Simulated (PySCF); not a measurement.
Species: C₆H₇OP.
Z-matrix (Å and degrees, PBE0-D3(BJ)/def2-SVP geometry), rows numbered from 1:
```
C 
C   1  1.3409
C   2  1.4483  1  125.87
O   3  1.3488  2  114.21  1   176.07
C   4  1.3417  3  112.31  2  -179.96
C   5  1.3604  4  115.91  3    -0.09
C   6  1.4952  5  124.89  4   179.93
P   3  1.7287  2  131.77  1    -4.42
H   1  1.0941  2  121.66  3    -0.37
H   1  1.0917  2  120.88  3   179.57
H   2  1.0958  1  119.87  3   179.90
H   5  1.0901  4  114.42  3   179.97
H   7  1.1013  6  111.37  5  -116.17
H   7  1.1000  6  111.28  5     4.12
H   7  1.1009  6  111.35  5   124.41
```

Level: CAM-B3LYP/def2-SVPD in PySCF, non-relativistic, on one gas-phase PBE0-D3(BJ)/def2-SVP geometry that isn't relaxed in the solvent. The solvent is an IEF-PCM continuum (van der Waals radii × 1.2), and excitations are vertical TDDFT with non-equilibrium linear response and a frozen core. Only the electrostatic response of the medium enters.

Gas-phase singlets (H = HOMO, L = LUMO):

| state | E (eV) | λ (nm) | f | leading configurations |
| --- | --- | --- | --- | --- |
| S1 | 4.194 | 296 | 0.313 | H→L 97% |
| S2 | 5.343 | 232 | 0.018 | H-1→L 84%, H→L+2 12% |
| S3 | 5.379 | 230 | 0.012 | H-2→L 94% |
| S4 | 5.823 | 213 | 0.003 | H→L+3 67%, H→L+5 15% |
| S5 | 6.168 | 201 | 0.130 | H→L+2 77%, H-1→L 11% |

Task: How does the list change in acetonitrile (ε = 35.69)?

Result: 
```tsv
state	E (eV)	λ (nm)	f	leading configurations	change by rank (eV)
S1	4.044	307	0.367	H→L 98%	-0.150
S2	5.281	235	0.036	H-1→L 89%	-0.062
S3	5.378	231	0.016	H-2→L 95%	-0.001
S4	5.866	211	0.003	H→L+3 74%, H→L+5 8%	+0.043
S5	6.171	201	0.045	H→L+1 56%, H→L+2 26%	+0.003
```

Task: The ground-state energy changes by -0.136 eV from gas to acetonitrile. By how much does the total energy of gas-phase S1 change?

Result: E(S1) = E(S0) + excitation energy, so it changes by -0.136 − 0.150 = -0.286 eV: it is lowered more than the ground state, which is what a red shift means. This is the vertical state, with the slow part of the continuum still set for S0.

Task: How do the frontier levels move from gas to acetonitrile?

Result: 
| orbital | gas (eV) | solvent (eV) | change (eV) | Löwdin shares, gas | Löwdin shares, solvent |
| --- | --- | --- | --- | --- | --- |
| LUMO+2 | 1.58 | 1.64 | +0.06 | C6 27 %, C5 26 %, O4 12 %, P8 11 % | C6 28 %, C5 26 %, O4 13 %, P8 11 % |
| LUMO+1 | 1.40 | 1.54 | +0.14 | C7 28 %, C5 13 %, H14 10 %, H12 8 % | C7 18 %, C5 15 %, P8 11 %, C6 8 % |
| LUMO | -0.61 | -0.66 | -0.05 | P8 25 %, C1 19 %, C3 18 %, C2 12 % | P8 25 %, C1 18 %, C3 18 %, C2 12 % |
| HOMO | -7.34 | -7.38 | -0.04 | P8 21 %, C3 21 %, C1 17 %, C5 14 % | C3 20 %, P8 20 %, C1 17 %, C5 14 % |
| HOMO-1 | -8.83 | -8.83 | 0.00 | C6 31 %, O4 18 %, P8 17 %, C5 14 % | C6 30 %, P8 19 %, O4 17 %, C5 14 % |
| HOMO-2 | -9.44 | -9.52 | -0.08 | P8 64 %, C6 12 %, C3 8 %, O4 6 % | P8 64 %, C6 12 %, C3 8 %, O4 6 % |
| HOMO-3 | -10.32 | -10.36 | -0.04 | C2 34 %, C1 24 %, C3 16 %, O4 7 % | C2 34 %, C1 24 %, C3 16 %, O4 7 % |

The HOMO–LUMO gap goes from 6.73 to 6.72 eV. Rows go by rank; for LUMO+1 and LUMO+2 the atom shares or the degeneracy differ between the runs, so the row needn't follow one orbital.
